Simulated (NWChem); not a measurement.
Species: SiNH$_{2}$F$_{3}$; SMILES N[Si](F)(F)F

```xyz
7

N      0.5238    -1.5952     0.0000
Si    -0.0005     0.0027     0.0000
F     -0.8726     0.2826    -1.3115
F     -0.8726     0.2826     1.3115
F      1.1464     1.1249     0.0000
H      0.8653    -2.0413    -0.8421
H      0.8653    -2.0413     0.8421
```
Atoms are numbered in this order, from 1.

The geometry was optimised at PBE0/def2-SVP.

Symmetry labels are those of Cs in the frame above (b1 and b2, or b-type labels, depend on it).

List the 4 lowest vertical singlet excitations from CAM-B3LYP/def2-SVPD, TDA (NWChem).


| state | energy (eV) | oscillator strength | symmetry | leading excitation (squared amplitude) |
|---|---|---|---|---|
| S1 | 7.33 | 0.056 | a' | HOMO → LUMO (0.93) |
| S2 | 8.88 | 0.000 | a" | HOMO → LUMO+3 (0.89) |
| S3 | 9.23 | 0.002 | a' | HOMO → LUMO+1 (0.87) |
| S4 | 9.32 | 0.006 | a" | HOMO → LUMO+2 (0.87) |
